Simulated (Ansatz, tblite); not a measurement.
Cost and result up the ladder for [Cu(NH3)3]+ (CuN₃H₉⁺) (13 atoms). Total charge 1; singlet. Geometry: PBE-D4/def2-SVP.

```csv
atom,x (Å),y (Å),z (Å)
Cu1,-0.005,0.001,-0.002
N2,0.923,-1.091,1.452
H3,0.487,-1.025,2.384
H4,1.906,-0.815,1.594
H5,0.955,-2.100,1.240
N6,0.690,-0.075,-1.919
H7,1.022,0.840,-2.261
H8,-0.030,-0.369,-2.597
H9,1.480,-0.720,-2.066
N10,-1.614,1.164,0.466
H11,-2.036,1.659,-0.334
H12,-1.390,1.901,1.152
H13,-2.388,0.629,0.890
```

Ansatz on 4 threads of Arm Neoverse V1 on a shared host; xTB runs through tblite on one thread. Times are rough, summed over both states, and most runs start from the orbitals of an earlier one. PBE0-D4/def2-TZVP serves as the yardstick here, not as an exact answer. The other state is a triplet.

The xTB rows come from tblite.

xTB has no spin-polarisation term.

```json
{"level": "GFN2-xTB", "functions": "30", "wall time": "0.01 s"}
{"level": "GFN1-xTB", "functions": "39", "wall time": "0.013 s"}
{"level": "PBE-D4/def2-TZVP", "functions": "192", "wall time": "9.7 s"}
{"level": "PBE0-D4/def2-TZVP (with forces)", "functions": "192", "wall time": "20 s"}
{"level": "r2SCAN-D4/def2-TZVP", "functions": "192", "wall time": "22 s"}
```

**Question.** Estimate what each level gives for the vertical triplet (eV).

**Answer.** 
| level | vertical triplet (eV) | difference from PBE0-D4/def2-TZVP (eV) |
| --- | --- | --- |
| GFN2-xTB | 8.04 | 3.69 |
| GFN1-xTB | 6.13 | 1.78 |
| PBE-D4/def2-TZVP | 4.36 | 0.01 |
| PBE0-D4/def2-TZVP (with forces) | 4.35 | 0.00 |
| r2SCAN-D4/def2-TZVP | 4.38 | 0.03 |
